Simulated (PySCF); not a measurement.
C2H6ClGa.

```xyz
10

Ga     0.0000     0.0000    -0.3357
C      0.0002     1.8009    -1.1301
H      0.8812     2.3580    -0.7739
H      0.0120     1.7720    -2.2296
H     -0.8948     2.3482    -0.7936
C     -0.0002    -1.8009    -1.1301
H      0.8948    -2.3482    -0.7936
H     -0.8812    -2.3580    -0.7739
H     -0.0120    -1.7720    -2.2296
Cl     0.0000     0.0000     1.8565
```

Coordinates come from a B3LYP-D3(BJ)/def2-SVP optimisation. The isomer is the one that the SMILES or the coordinates give; other isomers of the formula were not compared.

Calculation: PBE/pcSseg-1 (PySCF). Non-relativistic, no solvent.

Computed absolute GIAO shielding of each atom: isotropic value and principal components (ppm):
```json
[
 {"atom": "Ga1", "σ(iso)": "1041.6", "σ11": "738.3", "σ22": "1039.3", "σ33": "1347.2", "span": "608.9"},
 {"atom": "C2", "σ(iso)": "175.8", "σ11": "161.7", "σ22": "173.1", "σ33": "192.5", "span": "30.8"},
 {"atom": "H3", "σ(iso)": "30.7", "σ11": "26.1", "σ22": "28.4", "σ33": "37.5", "span": "11.5"},
 {"atom": "H4", "σ(iso)": "30.7", "σ11": "25.8", "σ22": "28.2", "σ33": "38.1", "span": "12.2"},
 {"atom": "H5", "σ(iso)": "30.7", "σ11": "26.1", "σ22": "28.3", "σ33": "37.6", "span": "11.5"},
 {"atom": "C6", "σ(iso)": "175.8", "σ11": "161.7", "σ22": "173.1", "σ33": "192.5", "span": "30.8"},
 {"atom": "H7", "σ(iso)": "30.7", "σ11": "26.1", "σ22": "28.3", "σ33": "37.6", "span": "11.5"},
 {"atom": "H8", "σ(iso)": "30.7", "σ11": "26.1", "σ22": "28.4", "σ33": "37.5", "span": "11.5"},
 {"atom": "H9", "σ(iso)": "30.7", "σ11": "25.8", "σ22": "28.2", "σ33": "38.1", "span": "12.2"},
 {"atom": "Cl10", "σ(iso)": "779.6", "σ11": "490.0", "σ22": "886.8", "σ33": "961.9", "span": "471.9"}
]
```
